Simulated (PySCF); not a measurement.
## Dipole response of K (potassium, neutral)

[Ar] 4s1, 2S determinant. Calculation: PySCF 2.14, in aug-cc-pVQZ-X2C; scalar relativity by spin-free X2C-1e. Coupled (time-dependent) response in atomic units; α is the mean over directions.

```json
{"method": "UHF", "mean α (bohr³)": "407.6", "C₆ (like pair)": "6414", "S(−4)": "159900"}
{"method": "PBE", "mean α (bohr³)": "315.3", "C₆ (like pair)": "4381", "S(−4)": "96420"}
{"method": "PBE0", "mean α (bohr³)": "340.5", "C₆ (like pair)": "4906", "S(−4)": "112300"}
```

S(−4) is the Cauchy moment in α(ω) = α(0) + S(−4) ω² + …

Reference α: 289.7 ± 0.3 bohr³ (recommended; Schwerdtfeger and Nagle, table of static dipole polarizabilities (2023 update)). Published C₆: 3923 (Chu and Dalgarno (2004); Tang, Norbeck and Certain (1976)).

Hartree-Fock lies above the reference because it lacks correlation, which contracts the outer shell.

α(iu) at PBE0:

```
u (hartree)  α(iu) (bohr³)
          0          340.5
     0.0500          187.8
      0.100          82.45
      0.200          28.47
      0.300          15.67
      0.500          8.212
      0.750          5.189
       1.00          3.699
       1.50          2.152
       2.00          1.384
       3.00         0.6938
       5.00         0.2705
```

A single London oscillator, α(iu) = α/(1 + u²/ω²), gives C₆ = (3/4) ω α². Matching the computed C₆ needs ω = 4 × 4906 / (3 × 340.5²) = 0.0564 hartree.
